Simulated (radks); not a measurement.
The numbers below are computed, except where a source is named.
Ionisation of Hf36+, [Kr], to Hf37+, [Ar] 3d10 4s2 4p5, under several functionals. Dirac Kohn-Sham, spin-unpolarised, spherical densities, finite nucleus; open shells fill j = l - 1/2 first; a radial shooting solver on a logarithmic mesh with Libxc functionals.

AM05: E(Hf36+) (hartree) -14335.8698; Exc (hartree) -240.8759; IE (eV) 1671.9; -e(HOMO) (eV) 1645.8; <r> HOMO (bohr) 0.4387; IE error (eV) +2.9
BLYP: E(Hf36+) (hartree) -14345.7899; Exc (hartree) -250.8802; IE (eV) 1671.9; -e(HOMO) (eV) 1645.8; <r> HOMO (bohr) 0.4388; IE error (eV) +2.9
exchange-only B88: E(Hf36+) (hartree) -14343.7734; Exc (hartree) -248.8616; IE (eV) 1670.5; -e(HOMO) (eV) 1644.3; <r> HOMO (bohr) 0.4388; IE error (eV) +1.5
PW91: E(Hf36+) (hartree) -14345.9603; Exc (hartree) -251.0540; IE (eV) 1672.4; -e(HOMO) (eV) 1646.3; <r> HOMO (bohr) 0.4387; IE error (eV) +3.4
B86b exchange with PBE correlation: E(Hf36+) (hartree) -14345.7530; Exc (hartree) -250.8445; IE (eV) 1672.2; -e(HOMO) (eV) 1646.2; <r> HOMO (bohr) 0.4388; IE error (eV) +3.2

NIST Atomic Spectra Database: 1669 eV (theoretical). Closest: exchange-only B88. The Delta-SCF values span 1.94 eV, the total energies 10.09 hartree. The highest occupied level is 4p3/2. Spin polarisation and multiplet splitting are left out, so open shells lie too high by an amount that depends on their filling.

Beside tabulated values, note that spin-unpolarised runs miss the spin-polarisation part of the exchange energy of open shells.
